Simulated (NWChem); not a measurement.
System: GeSe, singlet; SMILES [Ge]=[Se]

NWChem input:

```
start job
memory heap 200 mb stack 900 mb global 1100 mb
geometry units angstroms noautoz
  Ge     0.000000     0.000000    -1.102786
  Se     0.000000     0.000000     1.037551
end
basis spherical
  Ge library 6-31g*
  Se library 6-31g*
end
dft
  xc b3lyp
  iterations 150
  mulliken
end
task dft energy
```

Low-valent species are run as closed-shell singlets; no triplet was tried in these runs. All runs use the structure optimised with PBE0-D3(BJ)/def2-TZVP.

**Question.** Predict the main results of this run. (B3LYP/6-31G* (spherical d).) Quantities: basis functions; energy (Ha); highest occupied level (eV); orbital gap (eV); dipole (D).

**Answer.** 
```
Item                            Value
---------------------------  --------
number of basis functions          64
energy (Ha)                  -4478.10
highest occupied level (eV)     -7.34
orbital gap (eV)                 4.69
dipole (D)                       1.72
```
